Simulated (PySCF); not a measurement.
H7NSSi2.
Atom-mapped SMILES: `[SiH3:1][NH:2][SiH2:3][SH:4]` (hydrogens: H5, H6, H7 on Si1; H8 on N2; H9, H10 on Si3; H11 on S4)

Method: PBE0-D3(BJ)/def2-SVP geometry optimisation, gas phase (PySCF); density fitting, grid level 1; the optimiser is geomeTRIC in internal coordinates, started from a GFN2-xTB structure.

Step 0: E = -28174.7598 eV
```
atom  x, y, z in Å  |  force x, y, z in eV/Å
Si1    -1.7112    0.7610    0.4597    0.749  -0.252   0.152
N2     -0.0960    0.1632    0.6967   -0.202   0.077  -0.136
Si3     0.8174   -0.8339   -0.3691    0.820   0.518   0.744
S4      2.8016   -0.9763    0.4466    0.011  -0.967   0.067
H5     -1.7334    1.3527   -0.8748   -0.246   0.321  -0.580
H6     -1.9155    1.7390    1.5258   -0.327   0.462   0.357
H7     -2.6889   -0.3274    0.5419   -0.605  -0.296   0.013
H8      0.2305    0.1873    1.6507    0.169  -0.121   0.346
H9      0.8870   -0.1772   -1.6667   -0.205   0.149  -0.723
H10     0.3803   -2.2209   -0.4486   -0.203  -0.668  -0.182
H11     3.0349    0.3256    0.5042    0.039   0.777  -0.059
```

Step 1: E = -28174.9026 eV
```
atom  x, y, z in Å  |  force x, y, z in eV/Å
Si1    -1.7039    0.7774    0.4656   -0.125   0.020   0.002
N2     -0.1091    0.1164    0.7260    0.073   0.026   0.102
Si3     0.8946   -0.8265   -0.3316   -0.100  -0.169  -0.128
S4      2.8810   -0.9839    0.4645   -0.045   0.324  -0.024
H5     -1.7776    1.3945   -0.8936    0.069  -0.028   0.017
H6     -1.9736    1.8101    1.5133    0.054  -0.012  -0.027
H7     -2.8065   -0.2387    0.5513    0.065   0.013  -0.003
H8      0.1724    0.0538    1.7037   -0.051  -0.028  -0.030
H9      0.8420   -0.2099   -1.6896    0.024   0.059   0.027
H10     0.4806   -2.2576   -0.4736    0.038   0.011   0.052
H11     3.1068    0.3574    0.4305   -0.003  -0.216   0.013
```

Task: Estimate the geometry and energy of step 2. (The exact step hangs on the optimiser's Hessian estimate; all steps are aligned on step 1, rigid shifts and turns removed.)

Result: E = -28174.9125 eV, largest force 0.078 eV/Å
```
atom  x, y, z in Å  |  force x, y, z in eV/Å
Si1    -1.6923    0.7753    0.4642   -0.046   0.061   0.013
N2     -0.1097    0.1013    0.7511    0.022  -0.026   0.026
Si3     0.8757   -0.8366   -0.3272    0.008  -0.033  -0.050
S4      2.8714   -0.9530    0.4451    0.020   0.040  -0.002
H5     -1.7122    1.3887   -0.8968    0.015  -0.012  -0.008
H6     -1.9603    1.8125    1.5050    0.005   0.008  -0.009
H7     -2.8007   -0.2316    0.5249    0.006   0.000   0.003
H8      0.1633    0.0270    1.7294   -0.029  -0.043  -0.018
H9      0.8080   -0.2009   -1.6756   -0.020   0.018   0.015
H10     0.4810   -2.2721   -0.4645    0.026   0.004   0.036
H11     3.0825    0.3825    0.4108   -0.008  -0.016  -0.004
```

The energy changes by -0.0099 eV. The first-order estimate −F·Δx gives -0.0159 eV and the mean of the old and new forces, exact on a quadratic surface, -0.0103 eV. The step makes an angle of 74° with the force vector and moves no atom by more than 0.066 Å.

The cost below is that of the whole optimisation. On Intel Xeon Platinum 8259CL at 2.50 GHz, one thread, no GPU (shared host), this took 90 s of wall time and 0.54 GiB of memory at its peak.
